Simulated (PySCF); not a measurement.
## TDDFT excited states: C5H8O2S

Species: C5H8O2S.
Atom-mapped SMILES: `[CH3:1][O:2][C@H:3]1[S:4][CH2:5][CH2:6][C:7]1=[O:8]` (hydrogens: H9, H10, H11 on C1; H12 on C3; H13, H14 on C5; H15, H16 on C6)

Method: TDDFT CAM-B3LYP/def2-SVPD, vertical, gas phase, core orbitals frozen in the response in PySCF 2.14.0, density-fitted response routines. Isolated species at its GFN2-xTB geometry (one conformer only).

Problem. What does the calculation give for the low-lying excited states?

Solution. 

```json
{"state": "S1", "E (eV)": "4.22", "λ (nm)": "293.9", "ν̃ (cm⁻¹)": "34020", "f": "0.0024", "main configurations (H = HOMO, L = LUMO)": "H-1→L (60%), H→L (21%), H-2→L (12%)"}
{"state": "S2", "E (eV)": "5.20", "λ (nm)": "238.5", "ν̃ (cm⁻¹)": "41930", "f": "0.014", "main configurations (H = HOMO, L = LUMO)": "H→L (58%), H-1→L (17%), H→L+1 (14%)"}
{"state": "S3", "E (eV)": "5.78", "λ (nm)": "214.7", "ν̃ (cm⁻¹)": "46580", "f": "0.0076", "main configurations (H = HOMO, L = LUMO)": "H→L+1 (57%), H→L (16%)"}
{"state": "S4", "E (eV)": "6.22", "λ (nm)": "199.3", "ν̃ (cm⁻¹)": "50180", "f": "0.0068", "main configurations (H = HOMO, L = LUMO)": "H-2→L (81%), H-1→L (12%)"}
{"state": "S5", "E (eV)": "6.60", "λ (nm)": "187.8", "ν̃ (cm⁻¹)": "53250", "f": "0.041", "main configurations (H = HOMO, L = LUMO)": "H→L+2 (69%), H→L+3 (15%)"}
{"state": "S6", "E (eV)": "7.04", "λ (nm)": "176.1", "ν̃ (cm⁻¹)": "56800", "f": "0.0055", "main configurations (H = HOMO, L = LUMO)": "H→L+3 (66%), H→L+2 (8%)"}
{"state": "S7", "E (eV)": "7.17", "λ (nm)": "172.9", "ν̃ (cm⁻¹)": "57830", "f": "0.052", "main configurations (H = HOMO, L = LUMO)": "H-1→L+1 (53%), H-1→L+2 (15%)"}
{"state": "S8", "E (eV)": "7.43", "λ (nm)": "167.0", "ν̃ (cm⁻¹)": "59890", "f": "0.025", "main configurations (H = HOMO, L = LUMO)": "H→L+4 (31%), H-1→L+1 (26%), H-1→L+2 (14%)"}
```

Triplets, Tamm–Dancoff:

| state | E (eV) | λ (nm) | main configurations (H = HOMO, L = LUMO) |
| --- | --- | --- | --- |
| T1 | 3.68 | 337.3 | H-1→L (58%), H→L (21%), H-2→L (14%) |
| T2 | 4.83 | 256.7 | H→L (46%), H→L+1 (23%), H-1→L (11%) |
| T3 | 5.42 | 228.7 | H→L+1 (38%), H→L (26%), H-1→L (9%) |

The lowest singlet comes at 294 nm (407 kJ/mol) in the ultraviolet; it is very weak; its leading configuration is HOMO-1→LUMO (60%). The most intense listed level is S7 at 7.17 eV (173 nm, f = 0.052), 2.95 eV above S1. Löwdin shares by element: HOMO sulfur 64%, carbon 15% or more, oxygen 6% or more; LUMO carbon 42% or more, oxygen 28% or more, sulfur 8% (atoms not listed hold the other 22%). The oscillator strengths of these states sum to 0.155; summed over the whole spectrum of an exact calculation they would give the number of electrons, 70 (Thomas–Reiche–Kuhn). The listed states span 3.21 eV, and the widest gap between neighbours is 0.98 eV (S1 to S2). Weighted by f, the mean energy of these states is 6.72 eV. The window holds the lowest 8 singlets.
